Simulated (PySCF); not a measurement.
## From orbital energies to excitation energies

Species: C₅H₁₂OSi.
Z-matrix (Å and degrees, GFN2-xTB geometry), rows numbered from 1:
```
C 
C   1  1.5286
Si  2  1.9170  1  109.43
C   2  1.5318  1  111.95  3   124.62
C   4  1.5355  2  113.99  1    49.90
C   4  1.5038  2  110.73  1   171.22
O   6  1.1988  4  125.86  2     0.36
H   1  1.0887  2  110.61  3   -69.86
H   1  1.0882  2  111.75  3   169.07
H   1  1.0878  2  110.14  3    49.43
H   2  1.0951  1  107.95  3  -117.97
H   3  1.4635  2  107.33  1   -72.22
H   3  1.4563  2  114.45  1   164.00
H   3  1.4704  2  106.43  1    44.73
H   4  1.0981  2  109.98  1   -71.14
H   5  1.0885  4  110.43  2   172.70
H   5  1.0879  4  110.25  2    52.82
H   5  1.0857  4  110.72  2   -67.65
H   6  1.1100  4  113.51  2  -178.33
```

Theory: TDDFT PBE0/def2-SVPD, vertical, gas phase, core orbitals frozen in the response in PySCF. GFN2-xTB frequencies show an imaginary mode (35i cm⁻¹), so this geometry is no minimum at that level.

Orbital energies (eV): HOMO-3 -9.32, HOMO-2 -9.27, HOMO-1 -8.23, HOMO -7.52, LUMO -0.90, LUMO+1 0.52, LUMO+2 1.03.

Among the lowest singlets, which states do these configurations lead, and at what energies: HOMO-1→LUMO+1, HOMO→LUMO+2, HOMO→LUMO, HOMO-3→LUMO, HOMO→LUMO+1, HOMO-1→LUMO, HOMO-2→LUMO?

```json
{"state": "S1", "leading configuration": "HOMO→LUMO", "weight": "0.97", "Δε (eV)": "6.63", "E (eV)": "4.31", "E − Δε (eV)": "-2.32", "f": "0.0002", "other configurations": "–"}
{"state": "S2", "leading configuration": "HOMO-1→LUMO", "weight": "0.99", "Δε (eV)": "7.33", "E (eV)": "6.15", "E − Δε (eV)": "-1.18", "f": "0.0043", "other configurations": "–"}
{"state": "S3", "leading configuration": "HOMO→LUMO+1", "weight": "0.92", "Δε (eV)": "8.04", "E (eV)": "6.97", "E − Δε (eV)": "-1.08", "f": "0.0050", "other configurations": "–"}
{"state": "S4", "leading configuration": "HOMO-3→LUMO", "weight": "0.86", "Δε (eV)": "8.42", "E (eV)": "7.21", "E − Δε (eV)": "-1.21", "f": "0.0041", "other configurations": "–"}
{"state": "S5", "leading configuration": "HOMO-2→LUMO", "weight": "0.92", "Δε (eV)": "8.38", "E (eV)": "7.34", "E − Δε (eV)": "-1.04", "f": "0.0019", "other configurations": "–"}
{"state": "S6", "leading configuration": "HOMO→LUMO+2", "weight": "0.83", "Δε (eV)": "8.56", "E (eV)": "7.53", "E − Δε (eV)": "-1.02", "f": "0.056", "other configurations": "H→L+4 (12%)"}
{"state": "S7", "leading configuration": "HOMO-1→LUMO+1", "weight": "0.94", "Δε (eV)": "8.75", "E (eV)": "7.63", "E − Δε (eV)": "-1.12", "f": "0.015", "other configurations": "–"}
```

E − Δε runs from -2.32 to -1.02 eV. By orbital difference alone the order would be S1, S2, S3, S5, S4, S6, S7. Δε is the difference of the two orbital energies.

H and L stand for HOMO and LUMO. The other states: S8 7.68 eV, f 0.024, H→L+4 (74%), H→L+2 (11%).

Pair triplets and singlets of the same leading configuration (75% or more in both) and give the splittings.

```csv
configuration,triplet,E(T) (eV),singlet,E(S) (eV),E(S) − E(T) (eV)
HOMO→LUMO,T1,3.68,S1,4.31,+0.63
```

The 3 triplets are Tamm–Dancoff values, the singlets full response.

Summed over the main configurations (up to three a state, each over 8%) of all 8 singlets, the electron leaves HOMO with weight 3.70, HOMO-1 with weight 1.93, HOMO-2 with weight 0.92 and HOMO-3 with weight 0.86.

The run took 95 s on an Arm Neoverse N1 with one thread, shared host with 64 logical CPUs at a one-minute load of 60, and the process peaked at 1.0 GiB of memory.

One conformer stands for the species.
